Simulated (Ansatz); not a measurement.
Reaction (formal exchange of groups at the Se–Ge bond): `[CH3][Ge]([CH3])([Cl])[SeH]` + CH₃NH₂ → `NC[SeH]` + `[CH3][GeH]([CH3])[Cl]`

Calculated with Ansatz (gas phase, PBE0-D4/def2-TZVP geometries, no zero-point term in ΔE). CCSD(T)/CBS adds triple-zeta CCSD(T) − MP2 to the extrapolated MP2 energy (def2 sets, frozen cores). Functionals use def2-TZVPP. For Ge, Se outer-core shells are correlated without core-valence functions, which leaves a few kJ/mol of doubt a bond. Scalar relativity is left out up to krypton. Each species was taken in one conformer, which may not be the lowest.

```csv
species,B2PLYP energy (Eh)
`[CH3][Ge]([CH3])([Cl])[SeH]`,-5018.37161
CH₃NH₂,-95.81051
`NC[SeH]`,-2496.98255
`[CH3][GeH]([CH3])[Cl]`,-2617.15666
```

Problem. Work out ΔE.

Solution. ΔE = (-2496.98255) + (-2617.15666) − (-5018.37161) − (-95.81051) = 0.04291 Eh = +112.7 kJ/mol. CCSD(T)/CBS gives +114.2 kJ/mol.

Largest T1 diagnostic among the species: 0.009.

From PBE to PBE0 (25 % exact exchange), in def2-TZVPP and without D4, ΔE moves by +3.3 kJ/mol. The D4 term adds +5.7 kJ/mol with B3LYP and +3.5 kJ/mol with PBE0; it sums over pairs of atoms, weighted by their polarisabilities, and B3LYP, whose exchange is more repulsive, gets the larger term.

B3LYP here is the variant with VWN-RPA as its local correlation; programs differ in this.
